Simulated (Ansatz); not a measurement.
Al11N11H28, a nanocrystal cut from wurtzite AlN (hydrogen-capped). Total charge 0; singlet. Geometry PBE-D4/def2-SVP.

```xyz
50

Al    0.199   -3.002   -1.830
N     1.384   -2.033   -3.106
Al   -1.417   -2.549    0.640
N    -0.667   -2.206    2.422
N    -0.353   -1.600   -0.582
Al    1.171   -0.825    0.300
Al    1.548   -0.105   -2.847
N     2.217    0.109   -1.052
Al   -0.437   -0.324    2.936
N     0.565    0.486    1.570
Al    2.072    1.250    2.558
Al    2.469    1.986   -0.691
N     3.188    2.067    1.122
N    -3.162   -1.629    0.718
Al   -1.379   -0.287   -1.515
N    -0.215    0.627   -2.742
Al   -3.159    0.302    1.056
N    -2.272    0.391    2.802
N    -1.904    1.008   -0.164
Al   -0.421    1.889    0.730
Al   -0.197    2.569   -2.406
N     0.680    2.661   -0.644
H     1.139   -4.084   -1.093
H    -1.067   -3.461   -2.718
H     2.323   -2.460   -3.078
H     1.053   -2.226   -4.065
H    -1.666   -4.114    0.430
H     0.295   -2.597    2.391
H    -1.137   -2.757    3.157
H     2.059   -1.963    1.023
H     2.490    0.491   -3.995
H     3.158   -0.321   -1.036
H     0.051   -0.215    4.454
H     2.977    0.087    3.209
H     1.560    2.502    3.438
H     3.479    2.735   -1.679
H     4.122    1.628    1.137
H     3.373    3.050    1.377
H    -3.819   -2.136    1.332
H    -3.563   -1.752   -0.232
H    -2.718   -0.869   -2.205
H    -0.644    0.556   -3.682
H    -4.637    0.900    1.107
H    -2.866    0.027    3.564
H    -2.174    1.401    3.022
H    -2.364    1.768   -0.705
H    -1.025    2.975    1.762
H     0.699    3.315   -3.512
H    -1.737    3.055   -2.220
H     0.731    3.679   -0.460
```

B3LYP takes the VWN-RPA correlation. Single mean-field runs in def2-SVP, def2-TZVP are fitted with def2-universal-jkfit.

Task: Estimate the orbital energies around the gap (eV) in Ansatz with PBE-D4/def2-SVP, r2SCAN-D4/def2-TZVP, B97M-V/def2-TZVP, B3LYP-D4/def2-TZVP, PBE0-D4/def2-SVP.

Result: 
```tsv
orbital	PBE-D4/def2-SVP	r2SCAN-D4/def2-TZVP	B97M-V/def2-TZVP	B3LYP-D4/def2-TZVP	PBE0-D4/def2-SVP
HOMO−5	-6.53	-6.93	-7.11	-7.69	-7.84
HOMO−4	-6.43	-6.84	-7.04	-7.58	-7.71
HOMO−3	-6.40	-6.80	-6.98	-7.55	-7.70
HOMO−2	-6.18	-6.57	-6.71	-7.32	-7.45
HOMO−1	-6.10	-6.50	-6.66	-7.25	-7.38
HOMO	-6.03	-6.42	-6.59	-7.17	-7.29
LUMO	-1.08	-0.99	-1.49	-1.03	-0.25
LUMO+1	-0.76	-0.65	-0.99	-0.45	0.06
LUMO+2	-0.75	-0.62	-0.96	-0.45	0.06
LUMO+3	-0.56	-0.52	-0.96	-0.44	0.27
LUMO+4	-0.38	-0.30	-0.73	-0.23	0.44
LUMO+5	-0.31	-0.27	-0.51	0.12	0.56
```
